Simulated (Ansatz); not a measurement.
Born–Oppenheimer molecular dynamics of CH9B2ClSi2 (15 atoms, charge 0, multiplicity 1). It starts from a relaxed structure.

Method: UKS PBE0-D4/6-31G in Ansatz.

- ensemble: NVT, Langevin thermostat
- time step: 1 fs
- steps asked: 100
- set temperature: 1500 K
- friction: 0.005 /fs
- temperature schedule: 25 steps to 1500 K, then 75 steps to 10 K
- seed: 288701

Frames 1 fs apart, positions in Å.

Velocities at 30.0 fs (Å/ps):

```
B -8.40 1.67 13.69
C -2.76 -6.80 -5.52
B 1.29 2.15 -22.01
Si -3.06 -7.88 6.51
Si -0.43 3.50 -7.66
Cl -2.54 6.50 -0.38
H 18.76 -5.68 13.71
H -11.89 23.52 2.28
H -13.31 25.26 22.22
H 38.75 -63.69 55.03
H -12.01 9.51 22.87
H -23.21 -21.43 7.36
H 29.20 -37.64 12.23
H 25.86 1.43 -16.17
H -4.18 2.53 -9.04
```

```xyz
15
Properties=species:S:1:pos:R:3 time_fs=30.0 energy_less_start_eV=1.088 T=872
B -0.679 -1.804 1.080
C -0.500 -0.582 0.299
B 0.975 -0.488 -0.288
Si 1.021 0.472 -2.107
Si -0.939 1.034 1.359
Cl 0.473 1.016 3.102
H -1.173 -2.764 0.562
H -0.329 -1.899 2.225
H -1.186 -0.259 -0.687
H 2.027 -0.845 0.175
H 1.466 -0.041 -3.416
H 1.483 1.928 -1.769
H -0.581 0.697 -2.375
H -0.546 2.329 0.699
H -2.323 1.028 1.959
15
Properties=species:S:1:pos:R:3 time_fs=31.0 energy_less_start_eV=1.051 T=948
B -0.688 -1.802 1.095
C -0.503 -0.587 0.291
B 0.976 -0.487 -0.310
Si 1.017 0.465 -2.100
Si -0.939 1.038 1.352
Cl 0.470 1.023 3.102
H -1.152 -2.770 0.574
H -0.340 -1.875 2.225
H -1.193 -0.246 -0.652
H 2.063 -0.908 0.232
H 1.453 -0.031 -3.392
H 1.460 1.902 -1.764
H -0.545 0.658 -2.365
H -0.523 2.329 0.682
H -2.326 1.031 1.946
15
Properties=species:S:1:pos:R:3 time_fs=32.0 energy_less_start_eV=1.069 T=992
B -0.699 -1.802 1.112
C -0.505 -0.587 0.279
B 0.977 -0.486 -0.332
Si 1.012 0.457 -2.093
Si -0.938 1.043 1.345
Cl 0.468 1.029 3.101
H -1.128 -2.777 0.584
H -0.346 -1.852 2.226
H -1.191 -0.253 -0.597
H 2.083 -0.968 0.283
H 1.442 -0.025 -3.374
H 1.440 1.873 -1.760
H -0.501 0.616 -2.357
H -0.505 2.325 0.663
H -2.327 1.036 1.928
15
Properties=species:S:1:pos:R:3 time_fs=33.0 energy_less_start_eV=1.174 T=914
B -0.711 -1.802 1.130
C -0.507 -0.585 0.267
B 0.978 -0.487 -0.353
Si 1.005 0.451 -2.085
Si -0.937 1.048 1.339
Cl 0.465 1.035 3.100
H -1.105 -2.788 0.597
H -0.352 -1.830 2.232
H -1.183 -0.273 -0.534
H 2.081 -1.024 0.322
H 1.438 -0.020 -3.366
H 1.423 1.848 -1.754
H -0.454 0.569 -2.350
H -0.491 2.317 0.645
H -2.329 1.044 1.907
15
Properties=species:S:1:pos:R:3 time_fs=34.0 energy_less_start_eV=1.381 T=838
B -0.721 -1.801 1.149
C -0.509 -0.580 0.254
B 0.979 -0.490 -0.372
Si 0.999 0.445 -2.078
Si -0.934 1.052 1.332
Cl 0.462 1.041 3.099
H -1.088 -2.804 0.615
H -0.358 -1.807 2.246
H -1.179 -0.306 -0.479
H 2.057 -1.068 0.345
H 1.447 -0.017 -3.369
H 1.411 1.829 -1.749
H -0.413 0.520 -2.345
H -0.479 2.305 0.630
H -2.334 1.054 1.884
15
Properties=species:S:1:pos:R:3 time_fs=35.0 energy_less_start_eV=1.500 T=770
B -0.731 -1.800 1.167
C -0.509 -0.575 0.242
B 0.982 -0.497 -0.389
Si 0.993 0.439 -2.070
Si -0.930 1.057 1.326
Cl 0.458 1.046 3.097
H -1.077 -2.824 0.632
H -0.359 -1.786 2.268
H -1.195 -0.342 -0.450
H 2.011 -1.103 0.349
H 1.467 -0.018 -3.380
H 1.402 1.821 -1.742
H -0.389 0.470 -2.344
H -0.473 2.293 0.618
H -2.336 1.069 1.860
15
Properties=species:S:1:pos:R:3 time_fs=36.0 energy_less_start_eV=1.317 T=896
B -0.742 -1.801 1.183
C -0.506 -0.569 0.235
B 0.985 -0.507 -0.402
Si 0.988 0.433 -2.063
Si -0.925 1.060 1.320
Cl 0.455 1.050 3.095
H -1.066 -2.848 0.647
H -0.358 -1.766 2.299
H -1.240 -0.376 -0.455
H 1.944 -1.126 0.334
H 1.497 -0.021 -3.399
H 1.395 1.818 -1.732
H -0.386 0.423 -2.347
H -0.473 2.282 0.605
H -2.334 1.086 1.836
15
Properties=species:S:1:pos:R:3 time_fs=37.0 energy_less_start_eV=1.075 T=1013
B -0.752 -1.803 1.198
C -0.503 -0.563 0.231
B 0.990 -0.521 -0.412
Si 0.983 0.427 -2.055
Si -0.919 1.063 1.314
Cl 0.451 1.054 3.092
H -1.053 -2.871 0.668
H -0.354 -1.746 2.339
H -1.306 -0.406 -0.483
H 1.863 -1.138 0.304
H 1.534 -0.025 -3.419
H 1.393 1.818 -1.726
H -0.407 0.382 -2.358
H -0.474 2.269 0.588
H -2.332 1.102 1.817
15
Properties=species:S:1:pos:R:3 time_fs=38.0 energy_less_start_eV=1.075 T=1038
B -0.762 -1.805 1.212
C -0.500 -0.556 0.230
B 0.996 -0.536 -0.418
Si 0.978 0.420 -2.048
Si -0.913 1.066 1.308
Cl 0.448 1.057 3.090
H -1.040 -2.891 0.694
H -0.355 -1.728 2.382
H -1.371 -0.436 -0.519
H 1.771 -1.138 0.265
H 1.577 -0.028 -3.435
H 1.397 1.823 -1.722
H -0.444 0.345 -2.376
H -0.475 2.259 0.563
H -2.328 1.118 1.801
15
Properties=species:S:1:pos:R:3 time_fs=39.0 energy_less_start_eV=1.387 T=872
B -0.771 -1.808 1.224
C -0.498 -0.549 0.228
B 0.998 -0.552 -0.421
Si 0.974 0.413 -2.041
Si -0.906 1.069 1.303
Cl 0.445 1.060 3.088
H -1.029 -2.905 0.723
H -0.364 -1.716 2.416
H -1.422 -0.469 -0.554
H 1.682 -1.137 0.224
H 1.622 -0.028 -3.442
H 1.404 1.831 -1.721
H -0.489 0.312 -2.398
H -0.474 2.255 0.530
H -2.320 1.135 1.787
15
Properties=species:S:1:pos:R:3 time_fs=40.0 energy_less_start_eV=1.812 T=648
B -0.776 -1.810 1.236
C -0.498 -0.542 0.227
B 0.995 -0.568 -0.422
Si 0.969 0.407 -2.035
Si -0.900 1.071 1.298
Cl 0.442 1.063 3.087
H -1.019 -2.914 0.751
H -0.377 -1.706 2.438
H -1.452 -0.502 -0.580
H 1.614 -1.149 0.196
H 1.667 -0.028 -3.434
H 1.410 1.842 -1.719
H -0.534 0.285 -2.422
H -0.471 2.253 0.497
H -2.310 1.153 1.774
15
Properties=species:S:1:pos:R:3 time_fs=41.0 energy_less_start_eV=1.900 T=564
B -0.779 -1.812 1.249
C -0.500 -0.535 0.226
B 0.990 -0.583 -0.421
Si 0.966 0.401 -2.030
Si -0.893 1.073 1.293
Cl 0.440 1.066 3.085
H -1.012 -2.914 0.778
H -0.395 -1.698 2.448
H -1.456 -0.537 -0.591
H 1.583 -1.189 0.194
H 1.708 -0.026 -3.407
H 1.415 1.851 -1.718
H -0.572 0.263 -2.447
H -0.472 2.253 0.465
H -2.298 1.169 1.762
```

Of the whole run (100 fs, mean temperature of the second half 879 K): The schedule's set-point averaged 507 K over the second half and the system 879 K, so it lags behind the ramp. A run of 0.1 ps of so small a system gives no equilibrium averages. Limits of this set-up: no polarisation functions.

Time of the run: 16 min on 2 threads of Arm Neoverse N1, with other jobs on the host, peak memory 0.34 GiB.
